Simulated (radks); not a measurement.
Question: The antimony ion Sb4+, configuration [Kr] 4d10 5p(1/2: 1, 3/2: 0) (not the ground configuration). Calculated with a radial shooting solver on a logarithmic mesh with Libxc functionals: Dirac Kohn-Sham, BLYP, spin-unpolarised, spherical densities, finite nucleus; Fermi nuclear charge, rms radius 4.6802 fm. Some entries of the table are withheld. Estimate them.

orbital,occ.,eigenvalue (eV),<r> (bohr)
1s1/2,2,-30332.51,0.02842
2s1/2,2,-4651.917,0.1222
2p1/2,2,-4355.490,0.1032
2p3/2,4,-4103.538,0.1087
3s1/2,2,-947.3348,0.3303
3p1/2,2,(1),0.3209
3p3/2,4,(2),0.3322
3d3/2,4,-565.3807,(3)
3d5/2,6,-555.7181,(4)
4s1/2,2,-192.4182,0.7896
4p1/2,2,-151.3543,0.8303
4p3/2,4,-142.6961,0.8590
4d3/2,4,-77.4973,1.004
4d5/2,6,-76.2165,1.016
5p1/2,1,-40.5706,2.186
5p3/2,0,-39.3604,2.248

Answer: 
(1) 3p1/2 eigenvalue (eV): -826.1126
(2) 3p3/2 eigenvalue (eV): -779.6289
(3) 3d3/2 <r> (bohr): 0.3033
(4) 3d5/2 <r> (bohr): 0.3069
